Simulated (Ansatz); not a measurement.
Cartesian coordinates in Å:
```
F -1.646 -0.617 -1.419
C -1.273 -1.248 -0.237
Si 0.522 -0.807 0.205
Sn 0.827 1.735 0.116
H -1.400 -2.327 -0.374
H -1.960 -0.926 0.553
H 1.454 -1.480 -0.739
H 0.783 -1.327 1.577
H -0.416 2.504 1.000
H 0.785 2.308 -1.489
H 2.324 2.186 0.806
```

Charge 0, multiplicity 1. Sn takes the def2 core potential.

Q: List the r2SCAN/def2-TZVPP orbital energies in eV (the Gaussian-basis code of Ansatz). (Estimate.)

A: Computed: Occupied: -1791.19, -666.08, -275.05, -141.67, -136.93, -96.53, -96.52, -96.51, -91.73, -91.72, -91.72, -31.49, -26.16, -26.15, -26.11, -26.02, -26.02, -18.21, -14.14, -12.80, -12.58, -12.34, -10.96, -9.17, -8.62, -8.24, -8.12, -7.68, -7.10. Lowest empty: -0.64, -0.51, -0.31, 0.42, 0.81, 1.05, 1.46, 1.90.
